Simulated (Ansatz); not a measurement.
The atomisation energy (no zero-point term) down a group: C to Sn

One atom is swapped for its congeners: C2H5F `CCF`; SiH2(CH3)F; GeH2(CH3)F; SnH2(CH3)F. All are singlets with charge 0.

Shapes, held fixed at every level: PBE0-D4/def2-TZVP. Programs: Ansatz 0.2.0. Values in eV.

| level | C2H5F | GeH2(CH3)F | SnH2(CH3)F |
| --- | --- | --- | --- |
| HF/def2-TZVPP | 23.46 | 20.78 | 19.17 |
| SPW92/def2-TZVPP | 35.59 | 31.28 | 29.58 |
| PBE-D4/def2-TZVPP | 31.82 | 27.83 | 26.25 |
| MP2/def2-TZVPP | 30.93 | 27.51 | 25.66 |
| CCSD(T)/def2-SVP | 29.96 | 26.30 | 24.54 |
| CCSD(T)/def2-TZVPP | 30.58 | 27.34 | 25.68 |

Estimate the column for SiH2(CH3)F from its neighbours.

The mean of the neighbours at CCSD(T)/def2-TZVPP is 28.96 eV, against 29.20 from the run. All rows: HF/def2-TZVPP 22.99; SPW92/def2-TZVPP 33.17; PBE-D4/def2-TZVPP 29.81; MP2/def2-TZVPP 29.45; CCSD(T)/def2-SVP 28.06; CCSD(T)/def2-TZVPP 29.20 eV. At CCSD(T)/def2-TZVPP the atomisation energy falls at every step, from 30.58 to 25.68 eV. Every level shows the same order. For atoms past krypton def2 sets carry core potentials with scalar relativity. Relativity is left out for Ge unless named. Correlated rows may include outer-core shells of Ge, Sn, which these sets cover unevenly. Spin-orbit coupling, which grows down the group, is left out (summed over each molecule's free atoms 0.02, 0.04, 0.14, 0.33 eV).
